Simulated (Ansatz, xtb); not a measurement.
# Two isomers of C5H4FNO

Structure a is `O=Cc1ccc(F)[nH]1`, a singlet and structure b is `O=Cc1c[nH]c(F)c1`, a singlet. Both are isolated molecules in the gas phase, relaxed with r2SCAN-D4/def2-SVP; the shapes shown needn't be the lowest conformers.

a (Å):

```xyz
12

C    -1.4962    0.7410   -1.8451
C    -0.4274    0.7603   -0.8751
C     0.7690    0.0483   -0.7582
C     1.4324    0.4935    0.4091
C     0.6048    1.4651    0.9578
F     0.7678    2.1858    2.0498
N    -0.4996    1.6284    0.2016
O    -2.4799    1.4616   -1.7670
H    -1.3569    0.0107   -2.6833
H     1.1155   -0.7153   -1.4541
H     2.3864    0.1663    0.8166
H    -1.2785    2.2641    0.3506
```

b (Å):

```xyz
12

C    -1.4772    0.5835   -1.8837
C    -0.4825    0.7896   -0.8370
C     0.8124    0.2788   -0.8442
C     0.5347    1.4541    1.0303
C    -0.6603    1.5466    0.3710
F     0.9353    1.9558    2.1874
N     1.4233    0.6951    0.3075
O    -2.6040    1.0351   -1.8651
H    -1.1159   -0.0470   -2.7436
H     1.3292   -0.3398   -1.5758
H     2.3722    0.4899    0.5997
H    -1.5575    2.0751    0.6827
```

Energies in hartree; the thermal terms are from GFN2-xTB frequencies at re-optimised GFN2-xTB minima (ideal gas, soft modes damped towards free rotors, one conformer each, 298.15 K, 1 atm) and include the zero-point energy:

```
                              a           b
E, CCSD(T)/def2-SVP  −421.315900  −421.310811
    E, MP2/def2-SVP  −421.241855  −421.235611
  E, MP2/def2-TZVPP  −422.018281  −422.011415
  zero-point energy     0.081432     0.081168
       H(298 K) − E     0.089071     0.088904
       G(298 K) − E     0.050333     0.049950
```

Q: Correct the CCSD(T) difference for the basis set by the MP2 change, then work out ΔE, ΔE₀, ΔH and ΔG for a → b in kJ/mol (1 Eh = 2625.50 kJ/mol) and the equilibrium ratio [b]/[a].

A: 1. Differences b − a: CCSD(T) +0.005089, MP2 in the small set +0.006244, MP2 in the large set +0.006866 Eh.
2. ΔE = +0.005089 + (+0.006866 − (+0.006244)) = +0.005711 Eh = +14.99 kJ/mol.
3. ΔE₀ = ΔE + ΔZPE = +0.005711 + (−0.000264) Eh = +14.30 kJ/mol.
4. ΔH = ΔE + (−0.000167) Eh = +14.56 kJ/mol.
5. ΔG = ΔE + (−0.000383) Eh = +13.99 kJ/mol, so ΔS = (ΔH − ΔG)/T = +1.9 J/(mol K).
6. kT = 0.9442 mEh, so K = [b]/[a] = exp(−ΔG/kT) = exp(−5.64) ≈ 0.0035.

Structure a is favoured at this temperature. An error of 4 kJ/mol in ΔG would change K by a factor of 5. Mirror images and further conformers aren't counted.

As drawn, both hold the same kinds of bond in the same numbers.

Other levels gave ΔE = +16.4 (GFN2-xTB); +6.4 (HF/STO-3G, GFN2-xTB geometries); +23.2 (r2SCAN-D4/def2-SVP//GFN2-xTB); +23.2 (r2SCAN-D4/def2-SVP); +12.6 (HF/def2-SVP); +16.4 (MP2/def2-SVP); +13.4 (CCSD(T)/def2-SVP) kJ/mol. The correlated steps freeze 8 core orbitals. Programs: Ansatz 0.2.0, xtb 6.7.1.
